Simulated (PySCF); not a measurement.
## Vibration and rotation of RbNa

PBE0 constants of RbNa, ¹Σ⁺ (singlet), closed shell (Rb x2c-TZVPall, Na x2c-TZVPall; spin-free X2C with a Gaussian nucleus (PySCF 2.14); masses 84.9118 and 22.9898 u):

| Item | Value |
| --- | --- |
| ωe | 106.4 cm⁻¹ |
| ωexe | 0.282 cm⁻¹ |
| Be | 0.068755 cm⁻¹ |
| αe | 0.000249 cm⁻¹ |
| D (centrifugal) | 1.15e-07 cm⁻¹ |
| De to Rb + Na | 0.59 eV |

(1) Give the vibrational terms G(v) and spacings up to v = 6.

Measured values (Huber and Herzberg, Constants of Diatomic Molecules (1979)): ωe = 106.64 cm⁻¹.

Closed-shell solutions of metal pairs were not tested for spin polarisation, which can lower them a little.

Results:

(1) G(v) = ωe(v+½) − ωexe(v+½)².

| v | G(v) (cm⁻¹) | G(v) − G(v−1) | Bv (cm⁻¹) |
| --- | --- | --- | --- |
| 0 | 53.1 |  | 0.06863 |
| 1 | 159.0 | 105.8 | 0.06838 |
| 2 | 264.2 | 105.3 | 0.06813 |
| 3 | 368.9 | 104.7 | 0.06788 |
| 4 | 473.1 | 104.1 | 0.06763 |
| 5 | 576.7 | 103.6 | 0.06739 |
| 6 | 679.7 | 103.0 | 0.06714 |
